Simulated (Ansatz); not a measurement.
Calculated with Ansatz (gas phase, PBE0-D4/def2-TZVP geometries, no zero-point term in ΔE). CCSD(T)/CBS is the MP2 limit (def2-TZVPP, def2-QZVPP) plus CCSD(T) − MP2 in def2-TZVPP, frozen cores. This one scheme is used for every species. Functionals use def2-TZVPP. For Br outer-core shells are correlated without core-valence functions, which leaves a few kJ/mol of doubt a bond. Scalar relativity is left out up to krypton. Each species was taken in one conformer, which may not be the lowest.

Reaction (ligand exchange at the Si–N bond): `N[SiH2]N[SiH](N)Cl` + HBr → `N[SiH](Cl)Br` + `N[SiH2]N`

```
             level  ΔE (eV)
           PBE0-D4    -0.15
           ωB97X-V    -0.13
    MP2/def2-TZVPP    -0.11
SCS-MP2/def2-TZVPP    -0.11
CCSD(T)/def2-TZVPP    -0.06
     HF/def2-QZVPP    -0.20
    MP2/def2-QZVPP    -0.16
     MP2/CBS(def2)    -0.19
```

Problem. What does CCSD(T)/CBS give? (Estimate.)

Solution. The calculation gave: -0.14 eV. The listed levels differ from it by -0.01, 0.01, 0.03, 0.03, 0.08, -0.06, -0.02, -0.05 eV.

Largest T1 diagnostic among the species: 0.010.

The D4 term adds +0.11 eV with B3LYP and +0.07 eV with PBE0; it sums over pairs of atoms, weighted by their polarisabilities, and B3LYP, whose exchange is more repulsive, gets the larger term. In def2-TZVPP, CCSD(T) changes the Hartree–Fock value by +0.14 eV (the triples alone add +0.02 eV) and MP2 by +0.09 eV.

B3LYP here is the variant with VWN-RPA as its local correlation; programs differ in this.
